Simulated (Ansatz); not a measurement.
C₄H₉Cl₂In, SMILES `C[C](C)(C)[In]([Cl])[Cl]`, relaxed with RKS PBE0-D4/def2-TZVP in the Gaussian-basis code of Ansatz from a GFN2-xTB geometry. The force threshold is 0.005 eV/Å; the program also tests the step.

The species carries charge 0 and has multiplicity 1. In takes the def2 core potential.

Start:

```xyz
16

C    -0.290   -1.115    1.069
C    -0.185   -0.112   -0.059
C    -1.326    0.879   -0.048
C     0.005   -0.780   -1.402
In    1.757    1.127    0.363
Cl    3.917    0.571   -0.369
Cl    1.801    3.020    1.748
H     0.580   -1.774    1.084
H    -1.183   -1.730    0.937
H    -0.364   -0.608    2.032
H    -2.276    0.355   -0.175
H    -1.222    1.604   -0.857
H    -1.359    1.419    0.900
H     0.896   -1.409   -1.399
H     0.106   -0.038   -2.196
H    -0.858   -1.410   -1.628
```

```
        step  energy (eV)  largest force (eV/Å)  largest move (Å)
           1  -34506.3389                 0.994             0.000
           2  -34506.4359                 0.733             0.164
           3  -34506.4633                 0.181             0.073
           4  -34506.4645                 0.039             0.010
           5  -34506.4647                 0.009             0.006
           6  -34506.4649                 0.012             0.015
           7  -34506.4649                 0.008             0.012
8 (rejected)  -34506.4630                 0.206             0.010
           9  -34506.4649                 0.001             0.005
```

End:

```xyz
16

C    -0.261   -1.093    1.075
C    -0.115   -0.065   -0.038
C    -1.299    0.889   -0.042
C     0.040   -0.754   -1.384
In    1.695    1.079    0.374
Cl    3.817    0.518   -0.421
Cl    1.752    2.991    1.712
H     0.578   -1.793    1.111
H    -1.169   -1.687    0.898
H    -0.367   -0.630    2.060
H    -2.222    0.317   -0.206
H    -1.232    1.631   -0.841
H    -1.406    1.422    0.905
H     0.907   -1.418   -1.414
H     0.133   -0.041   -2.208
H    -0.852   -1.365   -1.582
```

Run time 25 s (2 threads of an AMD EPYC 7R13 on a shared host and a share of an NVIDIA H100 80 GB); peak host memory 1 GiB.
